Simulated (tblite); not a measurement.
Compound: C7H15P.
Bonds: C1–P2, P2–C3, C3–C4, C4–C5, C5–C6, C6–C7, C7–C8, C3–C8. Hydrogens: H9, H10, H11 on C1; H12 on P2; H13 on C3; H14, H15 on C4; H16, H17 on C5; H18, H19 on C6; H20, H21 on C7; H22, H23 on C8.

Computed with GFN2-xTB (tblite), gas phase: L-BFGS steps from a force-field or distance-geometry start until the largest atomic force falls under 0.01 eV/Å.

Step 8: E = -684.8729 eV
```
atom  x, y, z in Å  |  force x, y, z in eV/Å
C1      3.2751    0.3627    0.1572    0.011   0.050  -0.015
P2      1.9734   -0.2366    1.3289    0.012  -0.011   0.059
C3      0.4999   -0.2741    0.1704   -0.052  -0.014  -0.055
C4     -0.0296    1.1419   -0.0428   -0.011   0.028  -0.026
C5     -1.2746    1.1453   -0.9268   -0.001  -0.005   0.002
C6     -2.3617    0.2412   -0.3547    0.003  -0.003   0.010
C7     -1.8364   -1.1736   -0.1306    0.009   0.003  -0.008
C8     -0.5926   -1.1667    0.7561   -0.025  -0.017  -0.007
H9      3.2600   -0.1763   -0.7882   -0.030  -0.020   0.001
H10     4.2512    0.2493    0.6253   -0.017  -0.042   0.022
H11     3.1148    1.4226   -0.0257    0.015   0.071  -0.035
H12     2.2845   -1.5928    1.1635   -0.027  -0.046   0.000
H13     0.8168   -0.6859   -0.7950    0.027  -0.024  -0.058
H14    -0.2647    1.5874    0.9277   -0.015  -0.018   0.003
H15     0.7426    1.7533   -0.5153    0.015   0.052   0.033
H16    -1.6565    2.1656   -1.0137    0.018  -0.009  -0.021
H17    -1.0086    0.8036   -1.9303    0.016  -0.030   0.012
H18    -3.2104    0.2122   -1.0419   -0.020   0.009   0.033
H19    -2.7110    0.6517    0.5949    0.012   0.005   0.023
H20    -1.5924   -1.6264   -1.0953    0.020   0.016   0.005
H21    -2.6148   -1.7826    0.3368    0.035  -0.004  -0.026
H22    -0.8563   -0.8074    1.7543    0.006   0.011  -0.008
H23    -0.2135   -2.1875    0.8555    0.000  -0.001   0.057
```

Step 9: E = -684.8742 eV
```
atom  x, y, z in Å  |  force x, y, z in eV/Å
C1      3.2749    0.3652    0.1568   -0.007   0.020   0.010
P2      1.9715   -0.2353    1.3259    0.015  -0.016   0.096
C3      0.4982   -0.2735    0.1679    0.004  -0.047  -0.031
C4     -0.0297    1.1419   -0.0431   -0.020   0.027  -0.036
C5     -1.2745    1.1446   -0.9269    0.000  -0.002   0.006
C6     -2.3623    0.2413   -0.3533    0.021  -0.004  -0.007
C7     -1.8350   -1.1736   -0.1305   -0.016   0.011  -0.029
C8     -0.5918   -1.1665    0.7559   -0.036  -0.016  -0.014
H9      3.2573   -0.1771   -0.7855   -0.022  -0.020  -0.041
H10     4.2494    0.2462    0.6262   -0.012  -0.022   0.020
H11     3.1152    1.4248   -0.0269    0.026   0.069  -0.033
H12     2.2816   -1.5925    1.1617   -0.022  -0.032  -0.003
H13     0.8178   -0.6862   -0.7960    0.014  -0.023  -0.072
H14    -0.2657    1.5836    0.9285   -0.017  -0.002   0.013
H15     0.7443    1.7538   -0.5128   -0.003   0.052   0.030
H16    -1.6549    2.1646   -1.0154    0.004   0.007  -0.025
H17    -1.0075    0.8010   -1.9293    0.011  -0.033   0.002
H18    -3.2120    0.2132   -1.0407    0.000   0.006   0.056
H19    -2.7091    0.6520    0.5972    0.008   0.000   0.013
H20    -1.5907   -1.6250   -1.0959    0.021   0.018   0.008
H21    -2.6131   -1.7834    0.3350    0.022  -0.016  -0.015
H22    -0.8553   -0.8046    1.7528    0.003   0.013   0.006
H23    -0.2134   -2.1874    0.8585    0.003   0.009   0.047
```

Step 10: E = -684.8755 eV
```
atom  x, y, z in Å  |  force x, y, z in eV/Å
C1      3.2743    0.3682    0.1564   -0.026  -0.012   0.026
P2      1.9696   -0.2341    1.3245    0.008  -0.021   0.086
C3      0.4966   -0.2736    0.1646    0.062  -0.058   0.000
C4     -0.0301    1.1421   -0.0437   -0.013   0.009  -0.026
C5     -1.2745    1.1437   -0.9272    0.003   0.003   0.002
C6     -2.3625    0.2415   -0.3518    0.031   0.002  -0.013
C7     -1.8338   -1.1734   -0.1310   -0.030   0.013  -0.037
C8     -0.5916   -1.1664    0.7555   -0.026  -0.005  -0.015
H9      3.2540   -0.1784   -0.7832   -0.014  -0.005  -0.056
H10     4.2473    0.2424    0.6276   -0.011   0.002   0.012
H11     3.1162    1.4283   -0.0286    0.039   0.040  -0.024
H12     2.2779   -1.5924    1.1594   -0.013  -0.016  -0.001
H13     0.8190   -0.6870   -0.7986   -0.002  -0.015  -0.063
H14    -0.2672    1.5791    0.9296   -0.017   0.010   0.012
H15     0.7460    1.7551   -0.5094   -0.025   0.047   0.026
H16    -1.6531    2.1636   -1.0177   -0.010   0.021  -0.029
H17    -1.0061    0.7976   -1.9280    0.004  -0.032  -0.008
H18    -3.2137    0.2144   -1.0382    0.014   0.004   0.068
H19    -2.7068    0.6523    0.5999    0.008  -0.005   0.002
H20    -1.5883   -1.6231   -1.0967    0.020   0.017   0.000
H21    -2.6107   -1.7847    0.3327    0.000  -0.028  -0.004
H22    -0.8540   -0.8011    1.7513   -0.003   0.014   0.012
H23    -0.2132   -2.1871    0.8625    0.001   0.016   0.033
```

Problem. Estimate the geometry and energy of step 11. (The exact step hangs on the optimiser's Hessian estimate; all steps are aligned on step 10, rigid shifts and turns removed.)

Solution. E = -684.8766 eV, largest force 0.096 eV/Å
```
atom  x, y, z in Å  |  force x, y, z in eV/Å
C1      3.2732    0.3706    0.1563   -0.036  -0.032   0.027
P2      1.9679   -0.2332    1.3249   -0.001  -0.023   0.041
C3      0.4962   -0.2745    0.1615    0.084  -0.042   0.021
C4     -0.0306    1.1422   -0.0444    0.005  -0.015  -0.002
C5     -1.2743    1.1431   -0.9276    0.009   0.007  -0.007
C6     -2.3622    0.2418   -0.3505    0.029   0.008  -0.008
C7     -1.8332   -1.1731   -0.1319   -0.024   0.005  -0.026
C8     -0.5918   -1.1663    0.7549   -0.003   0.010  -0.010
H9      3.2506   -0.1795   -0.7820   -0.009   0.019  -0.043
H10     4.2450    0.2390    0.6292   -0.015   0.022  -0.001
H11     3.1179    1.4319   -0.0305    0.047  -0.005  -0.010
H12     2.2743   -1.5923    1.1571   -0.001  -0.004   0.006
H13     0.8200   -0.6879   -0.8021   -0.015  -0.005  -0.035
H14    -0.2689    1.5750    0.9308   -0.016   0.012   0.001
H15     0.7471    1.7569   -0.5058   -0.042   0.040   0.020
H16    -1.6516    2.1630   -1.0204   -0.018   0.023  -0.032
H17    -1.0047    0.7938   -1.9270   -0.003  -0.026  -0.014
H18    -3.2150    0.2157   -1.0347    0.013   0.003   0.063
H19    -2.7045    0.6524    0.6024    0.011  -0.009  -0.005
H20    -1.5858   -1.6210   -1.0975    0.017   0.013  -0.013
H21    -2.6086   -1.7864    0.3305   -0.018  -0.032  -0.001
H22    -0.8529   -0.7974    1.7499   -0.008   0.012   0.007
H23    -0.2130   -2.1865    0.8668   -0.006   0.018   0.019
```

The energy changes by -0.0011 eV. The first-order estimate −F·Δx gives -0.0015 eV and the mean of the old and new forces, exact on a quadratic surface, -0.0011 eV. The step makes an angle of 65° with the force vector and moves no atom by more than 0.005 Å.

The cost below is that of the whole relaxation. Hardware: Arm Neoverse V2, one thread, shared host with 192 logical CPUs at a one-minute load of 43. Cost: 0.35 s.
